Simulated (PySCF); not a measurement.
Bonds broken one at a time in the series Ga NH2-H. All species are isolated molecules in the gas phase. One relaxed conformer stands for each flexible species; it need not be the lowest. Strings in code marks are SMILES.

The four lowest singlet excitations (Tamm–Dancoff). Level of theory: PBE-D3(BJ)/def2-TZVP // r2SCAN-D4/def2-TZVP (PySCF). Excitations are Tamm–Dancoff values on a coarser integration grid. The basis has no diffuse functions, so Rydberg states are missing or too high.

```
state  energy (eV)  wavelength (nm)  oscillator strength
-----  -----------  ---------------  -------------------
S1            5.19              239                0.000
S2            5.75              216                0.098
S3            5.82              213                0.019
S4            6.16              201                0.114
```

Question: Which member gives these states?
A) `[NH2][Ga]([NH2])[NH2]`
B) `[NH2][GaH][NH2]`
C) `[NH2][GaH2]`

Answer: B, `[NH2][GaH][NH2]`
